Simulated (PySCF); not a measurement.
Identify the unknown among the candidates.

All candidates are C6H10O.

- 1H NMR: chemical shifts (computed TMS as zero) by class: 9.50 (1 H), 2.38 (1 H), 1.92 (2 H), 1.51 (2 H), 1.43 (2 H), 1.38 (2 H) ppm [GIAO CAM-B3LYP/pcSseg-1]
- Dipole: 2.89 D [PBE0/def2-SVPD]
- Couplings: largest of the computed one-bond spin–spin couplings (means over like bonds): 13C–1H +173.4, 13C–1H +137.3 (×2), 13C–1H +136.7 (×2), 13C–1H +135.4 (×2), 13C–1H +135.4 (×2), 13C–1H +134.4, 13C–13C +40.9, 13C–13C +34.9 (×2) Hz [B3LYP/pcJ-1, spin–dipole term left out]
- UV, strongest line: among the 10 lowest singlet transitions: S5 at 7.55 eV (164 nm, f = 0.038) [TDDFT PBE0/def2-SVPD]
- UV, first state: lowest singlet excitation: 4.38 eV (283 nm, f = 0.000) [TDDFT PBE0/def2-SVPD]
- XPS: C1s 290.4 (×2), C1s 290.5 (×2), C1s 290.8, C1s 293.3, O1s 537.9 eV [ΔSCF SCAN, pcX-2 on the ionised atom, pcseg-1 elsewhere, spin-free X2C]
- Triplet: lowest triplet excitation (Tamm–Dancoff): 3.75 eV [TDA PBE0/def2-SVPD]
- Rotational structure: rotational constants A, B, C: 5.026, 2.028, 1.695 GHz [PBE0-D3(BJ)/def2-SVP]
- Polarisability: 71.6 au [PBE0/def2-SVPD]
- 13C NMR: chemical shifts (computed TMS as zero) by class: 207.4 (1 C), 52.8 (1 C), 29.5 (2 C), 26.2 (2 C) ppm [GIAO CAM-B3LYP/pcSseg-1]

Gas-phase values; electronic properties from PySCF, density fitting. Levels stand in brackets. One conformer (not necessarily the lowest) at the PBE0-D3(BJ)/def2-SVP geometry, without solvent, vibrations or thermal averaging. NMR classes are plain means over equivalent atoms (diastereotopic ones count apart unless rotation or inversion swaps them), as if these changed places fast.

**Question.** Which candidate is it?
A. `O=C1CCCCC1`
B. `O=CC1CCCC1`
C. `C=CC(=O)C(C)C`

**Answer.** B. It is `O=CC1CCCC1`. Numbering: `[O:1]=[CH:2][CH:3]1[CH2:4][CH2:5][CH2:6][CH2:7]1`. Its formula, C6H10O, gives 2 degrees of unsaturation: 1 ring and 1 π bond in the structure found. 6 carbons fall into 4 classes; from least to most shielded: aldehyde carbon [C2] (207.4 ppm), sp3 carbon next to a carbonyl [C3] (52.8 ppm), ring CH2 carbon [C5/C6] (29.5 ppm, 2 C), ring CH2 carbon [C4/C7] (26.2 ppm, 2 C, up to 5.4 ppm apart in this geometry). Hydrogen classes from least to most shielded: 1 H on an aldehyde carbon, C2 (9.50 ppm), 1 H on an sp3 carbon next to a carbonyl, C3 (2.38 ppm), 2 H on 2 ring CH2 carbons, C4/C7 (1.92 ppm, a mean of values up to 1.5 ppm apart in this geometry), 2 H on 2 ring CH2 carbons, C4/C7 (1.51 ppm, a mean of values up to 0.9 ppm apart in this geometry), 2 H on 2 ring CH2 carbons, C5/C6 (1.43 ppm), 2 H on 2 ring CH2 carbons, C5/C6 (1.38 ppm, a mean of values up to 0.7 ppm apart in this geometry). The couplings run between: +173.4 Hz, aldehyde carbon [C2] and its hydrogen; +137.3 Hz, ring CH2 carbon [C4] and its hydrogen (with 1 like pair); +136.7 Hz, ring CH2 carbon [C4] and its hydrogen (with 1 like pair); +135.4 Hz, ring CH2 carbon [C5] and its hydrogen (with 1 like pair); +135.4 Hz, ring CH2 carbon [C5] and its hydrogen (with 1 like pair); +134.4 Hz, sp3 carbon next to a carbonyl [C3] and its hydrogen; +40.9 Hz, aldehyde carbon [C2] and sp3 carbon next to a carbonyl [C3]; +34.9 Hz, sp3 carbon next to a carbonyl [C3] and ring CH2 carbon [C4] (with 1 like pair). The core levels belong to: C1s 290.4 eV, ring CH2 carbon [C4/C7]; C1s 290.5 eV, ring CH2 carbon [C5/C6]; C1s 290.8 eV, sp3 carbon next to a carbonyl [C3]; C1s 293.3 eV, aldehyde carbon [C2]; O1s 537.9 eV, aldehyde oxygen [O1]. One atom of each topological class was ionised and stands for its class. The hole state at 293.3 eV has ⟨S²⟩ = 0.84 against 0.75, so that value is less sure. S1 is mainly HOMO→LUMO (weight 0.98); the largest Löwdin shares of the orbital it empties are 0.56 on the aldehyde oxygen, 0.16 on the aldehyde carbon, 0.11 on the sp3 carbon next to a carbonyl and 0.09 on the formyl hydrogen, of the orbital it fills 0.40 on the aldehyde carbon, 0.34 on the aldehyde oxygen, 0.07 on the sp3 carbon next to a carbonyl and 0.06 on the formyl hydrogen. The optimised geometry has point group C1 and is an asymmetric top.

The others, at the same levels:
- `C=CC(=O)C(C)C` fails: its computed core binding energies are C1s 290.8, C1s 290.8 (×2), C1s 290.8, C1s 290.8, C1s 292.9, O1s 537.2 eV, rotational constant A is 4.708 GHz (against 5.026 GHz) and smallest rotational constant is 1.456 GHz (against 1.695 GHz).
- `O=C1CCCCC1` fails: its computed core binding energies are C1s 290.8 (×2), C1s 290.8, C1s 290.9 (×2), C1s 293.1, O1s 537.4 eV and rotational constant A is 4.249 GHz (against 5.026 GHz).

Each candidate is one conformer, not necessarily the lowest. Dipoles, sizes and rotational constants follow the conformer. The torsions of the flexible species, by atom-mapped SMILES:
- `[CH2:1]=[CH:2][C:3](=[O:4])[CH:5]([CH3:6])[CH3:7]`: C1–C2–C3–O4 -2°, C2–C3–C5–C6 -71°

The conformers of `O=CC1CCCC1` and `O=C1CCCCC1` aren't listed.
